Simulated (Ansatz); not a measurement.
Wavefunction ladder for `F[CH]([GaH2])B[SiH3]`

```xyz
12

F     1.988   -0.757   -0.642
C     0.988   -0.126   -1.308
Ga   -0.859   -1.125   -0.240
B     0.118    0.881   -0.701
Si    0.064    0.964    1.300
H     1.032   -0.400   -2.362
H    -0.172   -2.491    0.046
H    -2.387   -0.823   -0.319
H    -0.675    1.440   -1.398
H     1.346    0.940    2.045
H    -0.546   -0.416    1.672
H    -0.899    1.913    1.907
```

Charge 0, multiplicity 1. Correlated methods include outer-core shells of Ga, which these sets cover unevenly. Scalar relativity is left out up to krypton. The geometry is a stationary point of PBE0-D4/def2-TZVP. It is one conformer, not always the lowest. Frozen core, restricted reference, Ansatz.

| basis | HF (Eh) | MP2 corr. |
| --- | --- | --- |
| def2-SVP | -2377.70586 | -0.74400 |
| def2-TZVPP | -2378.25530 | -0.90075 |
| def2-QZVPP | -2378.31182 | -1.19874 |

Question: Estimate the CCSD correlation energy and the (T) correction in each basis where they were run (hartree).

Answer: 
| basis | CCSD corr. | (T) |
| --- | --- | --- |
| def2-SVP | -0.78954 | -0.02527 |
| def2-TZVPP | -0.94311 | -0.03814 |
